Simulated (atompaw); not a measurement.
An all-electron radial function and its pseudo partner (magnesium)

Columns: radius, all-electron u(r) and pseudo u(r) of the 3p shell (level -1.33 eV) of magnesium in the configuration [He] 2s2 2p6 3s2 3p0; PBE, scalar-relativistic, PAW (atompaw) scheme, atompaw 4.2.0.5.

```csv
r (bohr),all-electron,pseudo
0.048,-0.0145,-0.0055
0.096,-0.0440,-0.0214
0.144,-0.0762,-0.0464
0.192,-0.1050,-0.0782
0.240,-0.1281,-0.1139
0.288,-0.1448,-0.1505
0.337,-0.1552,-0.1855
0.385,-0.1597,-0.2146
0.433,-0.1591,-0.2362
0.481,-0.1542,-0.2486
0.529,-0.1459,-0.2512
0.577,-0.1348,-0.2440
0.625,-0.1215,-0.2278
0.673,-0.1064,-0.2042
0.721,-0.0900,-0.1750
0.769,-0.0727,-0.1424
0.817,-0.0546,-0.1083
0.865,-0.0361,-0.0747
0.913,-0.0173,-0.0429
0.962,0.0020,-0.0131
1.010,0.0209,0.0130
1.058,0.0397,0.0363
1.106,0.0583,0.0572
1.154,0.0766,0.0764
1.202,0.0947,0.0947
1.250,0.1123,0.1123
```

Question: How many radial nodes do the two functions have?

Answer: The all-electron 3p function has n − l − 1 = 1; the pseudo-wave has 1, since 1 lower shell of the same l stays in the valence.

Question: Is the pseudo-wave norm-conserving?

Answer: No, it belongs to a PAW set: the norm inside the radius is not constrained, and the difference is carried by the augmentation charge.
